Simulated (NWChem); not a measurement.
All runs are NWChem calculations. System: C₂H₆FNSi, charge 0, spin multiplicity 1, at a geometry optimised with B3LYP/def2-SVP. The structure started from a generated list of species. Level: MP2/def2-TZVP, 9 core orbitals frozen.

Job file:

```
start mol
memory heap 200 mb stack 800 mb global 1000 mb
geometry units angstroms nocenter noautoz
  C      0.132611    -2.778028     0.000000
  C      0.352348    -1.294525     0.000000
  N     -0.592202    -0.447033     0.000000
  Si    -0.520125     1.280649     0.000000
  F      1.018879     1.836813     0.000000
  H      0.614137    -3.232232     0.883746
  H     -0.940604    -3.012909     0.000000
  H      0.614137    -3.232232    -0.883746
  H      1.421093    -0.983839     0.000000
  H     -1.180631     1.782675     1.229957
  H     -1.180631     1.782675    -1.229957
  symmetry group Cs
end
basis spherical
  * library def2-tzvp
end
scf
  rhf
  nopen 0
  maxiter 100
  thresh 1e-7
  semidirect memsize 60000000 filesize 0
end
mp2
  freeze core 9
end
task mp2 energy
```

NWChem printed:

```
             Northwest Computational Chemistry Package (NWChem) 7.3.0
             --------------------------------------------------------

                                NWChem Input Module
                                -------------------

 Scaling coordinates for geometry "geometry" by  1.889725989
 (inverse scale =  0.529177249)

 Turning off AUTOSYM since
 SYMMETRY directive was detected!

                             Geometry "geometry" -> ""
                             -------------------------

 Output coordinates in angstroms (scale by  1.889725989 to convert to a.u.)

  No.       Tag          Charge          X              Y              Z
 ---- ---------------- ---------- -------------- -------------- --------------
    1 C                    6.0000     0.13261100    -2.77802800     0.00000000
    2 C                    6.0000     0.35234800    -1.29452500     0.00000000
    3 N                    7.0000    -0.59220200    -0.44703300     0.00000000
    4 Si                  14.0000    -0.52012500     1.28064900     0.00000000
    5 F                    9.0000     1.01887900     1.83681300     0.00000000
    6 H                    1.0000     0.61413700    -3.23223200     0.88374600
    7 H                    1.0000    -0.94060400    -3.01290900     0.00000000
    8 H                    1.0000     0.61413700    -3.23223200    -0.88374600
    9 H                    1.0000     1.42109300    -0.98383900     0.00000000
   10 H                    1.0000    -1.18063100     1.78267500     1.22995700
   11 H                    1.0000    -1.18063100     1.78267500    -1.22995700

 Effective nuclear repulsion energy (a.u.)     221.0138982798

            Nuclear Dipole moment (a.u.)
            ----------------------------
        X                 Y               Z
 ---------------- ---------------- ----------------
     0.0000037795    -0.0000151178     0.0000000000

      Symmetry information
      --------------------

 Group name             Cs
 Group number              2
 Group order               2
 No. of unique centers     9

      Symmetry unique atoms

     1    2    3    4    5    6    7    9   10


 Summary of "ao basis" -> "" (spherical)
 ------------------------------------------------------------------------------
       Tag                 Description            Shells   Functions and Types
 ---------------- ------------------------------  ------  ---------------------
 *                         def2-tzvp                  on all atoms

 Summary of "ao basis" -> "ao basis" (spherical)
 ------------------------------------------------------------------------------
       Tag                 Description            Shells   Functions and Types
 ---------------- ------------------------------  ------  ---------------------
 C                         def2-tzvp                11       31   5s3p2d1f
 N                         def2-tzvp                11       31   5s3p2d1f
 Si                        def2-tzvp                13       37   5s5p2d1f
 F                         def2-tzvp                11       31   5s3p2d1f
 H                         def2-tzvp                 4        6   3s1p

                                 NWChem SCF Module
                                 -----------------

  ao basis        = "ao basis"
  functions       =   197
  atoms           =    11
  closed shells   =    24
  open shells     =     0
  charge          =   0.00
  wavefunction    = RHF
  use symmetry    = T
  symmetry adapt  = T

 Summary of "ao basis" -> "ao basis" (spherical)
 ------------------------------------------------------------------------------
       Tag                 Description            Shells   Functions and Types
 ---------------- ------------------------------  ------  ---------------------
 C                         def2-tzvp                11       31   5s3p2d1f
 N                         def2-tzvp                11       31   5s3p2d1f
 Si                        def2-tzvp                13       37   5s5p2d1f
 F                         def2-tzvp                11       31   5s3p2d1f
 H                         def2-tzvp                 4        6   3s1p

      Symmetry analysis of basis
      --------------------------

        a'        131
        a"         66

 Forming initial guess at       0.2s

      Superposition of Atomic Density Guess
      -------------------------------------

 Sum of atomic energies:        -520.90655229

      Non-variational initial energy
      ------------------------------

 Total energy =    -523.115182
 1-e energy   =   -1156.388806
 2-e energy   =     412.259726
 HOMO         =      -0.310253
 LUMO         =      -0.026054

      Symmetry analysis of molecular orbitals - initial
      -------------------------------------------------

  Numbering of irreducible representations:

     1 a'          2 a"

  Orbital symmetries:

     1 a'          2 a'          3 a'          4 a'          5 a'
     6 a'          7 a'          8 a'          9 a"         10 a'
    11 a'         12 a'         13 a'         14 a'         15 a'
    16 a"         17 a'         18 a'         19 a"         20 a'
    21 a'         22 a"         23 a"         24 a'         25 a"
    26 a'         27 a'         28 a'         29 a'         30 a'
    31 a"         32 a'         33 a"         34 a'

 Starting SCF solution at       9.3s

 ----------------------------------------------
         Quadratically convergent ROHF

 Convergence threshold     :          1.000E-07
 Maximum no. of iterations :          100
 Final Fock-matrix accuracy:          1.000E-09
 ----------------------------------------------
[...]
    26 a'         27 a'         28 a'         29 a'         30 a"
    31 a'         32 a'         33 a"         34 a'

             Final eigenvalues
             -----------------

              1
    1  -68.8159
    2  -26.2728
    3  -15.5456
    4  -11.3113
    5  -11.2396
    6   -6.1581
    7   -4.2659
    8   -4.2648
    9   -4.2648
   10   -1.5669
   11   -1.2095
   12   -1.0000
   13   -0.8054
   14   -0.7462
   15   -0.6825
   16   -0.6534
   17   -0.6509
   18   -0.6036
   19   -0.5886
   20   -0.5601
   21   -0.5394
   22   -0.5012
   23   -0.4308
   24   -0.3994
   25    0.1227
   26    0.1288
   27    0.1412
   28    0.1600
   29    0.1940
   30    0.1962
   31    0.2084
   32    0.2222
   33    0.2252
   34    0.2517

                       ROHF Final Molecular Orbital Analysis
                       -------------------------------------

 Vector   22  Occ=2.000000D+00  E=-5.012240D-01  Symmetry=a"
              MO Center= -6.7D-01,  8.7D-01,  2.5D-14, r^2= 3.9D+00
   Bfn.  Coefficient  Atom+Function         Bfn.  Coefficient  Atom+Function
  ----- ------------  ---------------      ----- ------------  ---------------
   110      0.256726   4 Si pz              187      0.187356  10 H  s
   193     -0.187356  11 H  s

 Vector   23  Occ=2.000000D+00  E=-4.307963D-01  Symmetry=a"
              MO Center= -4.1D-01, -2.2D-01, -1.6D-14, r^2= 3.7D+00
   Bfn.  Coefficient  Atom+Function         Bfn.  Coefficient  Atom+Function
  ----- ------------  ---------------      ----- ------------  ---------------
    70      0.257688   3 N  pz               73      0.247914   3 N  pz
    39      0.192679   2 C  pz               42      0.187612   2 C  pz
    76      0.163600   3 N  pz

 Vector   24  Occ=2.000000D+00  E=-3.994265D-01  Symmetry=a'
              MO Center= -3.2D-01, -7.0D-01, -1.2D-14, r^2= 2.1D+00
   Bfn.  Coefficient  Atom+Function         Bfn.  Coefficient  Atom+Function
  ----- ------------  ---------------      ----- ------------  ---------------
    68      0.290449   3 N  px               71      0.271902   3 N  px
    74      0.222677   3 N  px               69      0.190983   3 N  py
    72      0.186967   3 N  py              181     -0.152982   9 H  s

 Vector   25  Occ=0.000000D+00  E= 1.226980D-01  Symmetry=a"
              MO Center=  7.1D-02, -9.6D-01,  3.4D-15, r^2= 3.3D+00
   Bfn.  Coefficient  Atom+Function         Bfn.  Coefficient  Atom+Function
  ----- ------------  ---------------      ----- ------------  ---------------
    45      0.787178   2 C  pz               76     -0.516782   3 N  pz
   188      0.293638  10 H  s               194     -0.293638  11 H  s
    39      0.284286   2 C  pz               42      0.280239   2 C  pz
   113     -0.260226   4 Si pz              164     -0.242284   6 H  s
   176      0.242284   8 H  s                70     -0.214589   3 N  pz

 Vector   26  Occ=0.000000D+00  E= 1.288121D-01  Symmetry=a'
              MO Center=  2.0D-01, -4.3D-01, -1.1D-15, r^2= 1.0D+01
   Bfn.  Coefficient  Atom+Function         Bfn.  Coefficient  Atom+Function
  ----- ------------  ---------------      ----- ------------  ---------------
     5      5.949340   1 C  s                36     -2.419827   2 C  s
    44      1.665673   2 C  py              164     -1.424063   6 H  s
   176     -1.424063   8 H  s                43      1.327792   2 C  px
   182     -1.249368   9 H  s               111     -1.204649   4 Si px
    67      1.067668   3 N  s               170     -1.043932   7 H  s

 Vector   27  Occ=0.000000D+00  E= 1.411987D-01  Symmetry=a'
              MO Center= -5.8D-01,  7.2D-01,  1.0D-15, r^2= 1.1D+01
   Bfn.  Coefficient  Atom+Function         Bfn.  Coefficient  Atom+Function
  ----- ------------  ---------------      ----- ------------  ---------------
     5      3.806283   1 C  s               112      1.594098   4 Si py
    67      1.332282   3 N  s                98     -1.250484   4 Si s
   164     -1.161332   6 H  s               176     -1.161332   8 H  s
    36     -1.131264   2 C  s                44      0.882069   2 C  py
   170     -0.785035   7 H  s                75      0.705722   3 N  py

 center of mass
 --------------
 x =   0.03477014 y =   0.17947071 z =   0.00000000

 moments of inertia (a.u.)
 ------------------
         953.080696837923         -13.489212271405           0.000000000000
         -13.489212271405         160.670493738341           0.000000000000
           0.000000000000           0.000000000000        1080.729555900474

  Mulliken analysis of the total density
  --------------------------------------

    Atom       Charge   Shell Charges
 -----------   ------   -------------------------------------------------------
    1 C    6     6.26   0.85  1.12  0.47  0.67  0.04  1.26  1.41  0.36  0.02  0.05  0.00
    2 C    6     5.91   0.86  1.12  0.51  0.57  0.12  1.17  1.18  0.20  0.04  0.13  0.01
    3 N    7     7.51   0.82  1.16  0.52  0.87  0.22  1.46  1.73  0.67  0.01  0.04  0.00
    4 Si  14    13.21   2.00  0.58  1.39  0.76  0.26  4.12  1.73  0.52  1.07  0.17  0.25  0.26  0.09
    5 F    9     9.44   0.77  1.20  0.59  1.01  0.35  2.24  2.30  0.97  0.00  0.01  0.00
    6 H    1     0.88   0.26  0.49  0.11  0.02
    7 H    1     0.88   0.26  0.48  0.11  0.02
    8 H    1     0.88   0.26  0.49  0.11  0.02
    9 H    1     0.90   0.26  0.49  0.12  0.02
   10 H    1     1.07   0.24  0.57  0.25  0.01
   11 H    1     1.07   0.24  0.57  0.25  0.01

       Multipole analysis of the density wrt the origin
       ------------------------------------------------

     L   x y z        total         open         nuclear
     -   - - -        -----         ----         -------
     0   0 0 0      0.000000      0.000000     48.000000

     1   1 0 0      0.157933      0.000000      0.000004
     1   0 1 0     -0.787001      0.000000     -0.000015
     1   0 0 1      0.000000      0.000000      0.000000

     2   2 0 0    -29.461707      0.000000     81.713558
     2   1 1 0     -3.591012      0.000000     -8.283231
     2   1 0 1      0.000000      0.000000      0.000000
     2   0 2 0    -26.084328      0.000000    529.875052
     2   0 1 1     -0.000000      0.000000      0.000000
     2   0 0 2    -28.014043      0.000000     16.382623

                   NWChem MP2 Semi-direct Energy/Gradient Module
                   ---------------------------------------------

  Basis functions       =    197
  Molecular orbitals    =    197
  Frozen core           =      9
  Frozen virtuals       =      0
  Active alpha occupied =     15
  Active beta occupied  =     15
  Active alpha virtual  =    173
  Active beta virtual   =    173
  Use MO symmetry       = T
  Use skeleton AO sym   = T

  AO/Fock/Back tols     =   1.0D-09  1.0D-09  1.0D-09

 GA uses MA = F    GA memory limited = T

 Available:
  local mem=  1.15D+08
 global mem=  1.31D+08
 local disk=  0.00D+00
  mp2_memr nvloc                   173
  nvloc new                   173
   1 passes of  15:        5242880                     208868                 156445169.
   1 passes of  15: M    114678483           G      130994382           F     109435603.
  mp2_memr nvloc                   173
  nvloc new                   173
   2 passes of   8:        5242880                     148342                  83468371.
   2 passes of   8: M    114678483           G      130994382           F     109435603.

 Semi-direct pass number   1 of   2  for RHF alpha+beta  at       88.2s
  vrange nnbf                 17724
  mp2_eaftype                   318  avail_ma_in_mb                   999
 EAF : mp2_eaftype filesize         318   41734186.
  mp2_eaf for mointskh                    318
Node 0 wrote    196.2 Mb in      0.1 s     Agg I/O rate:  2042.4 Mb/s
 Done moints_semi at      118.7s
  mp2_eaftype                   318  avail_ma_in_mb                   681
 EAF : mp2_eaftype filesize         318   41734186.
  mp2_eaf for kh                   318
 Done maket at      119.8s
 Semi-direct pass number   2 of   2  for RHF alpha+beta  at      119.8s
  vrange nnbf                 17724
  mp2_eaftype                   318  avail_ma_in_mb                   681
 EAF : mp2_eaftype filesize         318   41734186.
  mp2_eaf for mointskh                    318
Node 0 wrote    171.7 Mb in      0.1 s     Agg I/O rate:  1873.6 Mb/s
 Done moints_semi at      152.0s
  mp2_eaftype                   318  avail_ma_in_mb                   681
 EAF : mp2_eaftype filesize         318   41734186.
  mp2_eaf for kh                   318
 Done maket at      153.2s
 Done multipass loop at      153.2s

          -------------------------------------------
          SCF energy                -522.234207886493
          Correlation energy          -0.885365364665
          Singlet pairs               -0.569601380908
          Triplet pairs               -0.315763983757
          Total MP2 energy          -523.119573251158
          -------------------------------------------

          ---------------------------------------------------
                    Spin Component Scaled (SCS) MP2
          Same spin pairs                     -0.210509322505
          Same spin scaling factor             0.333333333333
          Opposite spin pairs                 -0.674856042160
          Opposite spin scaling fact.          1.200000000000
          SCS-MP2 correlation energy          -0.879997024761
          Total SCS-MP2 energy              -523.114204911254
          ---------------------------------------------------

 -----------------------
 Performance information
 -----------------------

 Timer overhead =  2.12D-07 seconds/call

               Nr. of calls         CPU time (s)                 Wall time (s)                GFlops
             ---------------    -------------------     ------------------------------   -------------------
Name         Min   Avg   Max    Min     Avg     Max     Min     Avg     Max   Mx/calls   Min     Max     Sum
mp2: moin     2     2     2    63.     63.     63.      63.     63.     63.     31.      0.0     0.0     0.0
mp2: make     2     2     2    2.2     2.2     2.2      2.2     2.2     2.2     1.1      0.0     0.0     0.0
mp2: tota     1     1     1    65.     65.     65.      65.     65.     65.     65.      0.0     0.0     0.0

 The average no. of pstat calls per process was 5.00D+00
 with a timing overhead of 1.06D-06s

 Task  times  cpu:      153.1s     wall:      153.1s

 Total times  cpu:      153.2s     wall:      153.2s
```
